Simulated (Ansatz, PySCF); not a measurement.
Ways to break one bond of C[SiH](C)N[SiH3]:

A. C[SiH](C)N[SiH3] -> C[Si](C)N[SiH3] + H atom
B. C[SiH](C)N[SiH3] → C[SiH]C + [NH][SiH3]

Quantity: bond dissociation energy (enthalpy at 298 K, with B3LYP-D3(BJ) rigid-rotor harmonic-oscillator terms from PySCF), kcal/mol. Geometries: B3LYP-D3(BJ)/def2-TZVP minima from Ansatz (a quantum-chemistry and plane-wave program), one conformer each, not searched for the lowest. Valence correlation only, unless marked. Open shells are spin-unrestricted. No spin-orbit coupling. No relativistic terms. CBS marks a two-point X^-3 extrapolation of the correlation energy; Hartree-Fock from the larger set. The bracket is a focal-point correction in the basis named.

Question: Rank them by bond dissociation energy at RI-MP2/CBS(cc-pV(T+d)Z,cc-pV(Q+d)Z)+[CCSD(T)-MP2]/cc-pV(T+d)Z (Ansatz), lowest first.

Answer: A (94.4 kcal/mol), B (115.0 kcal/mol)
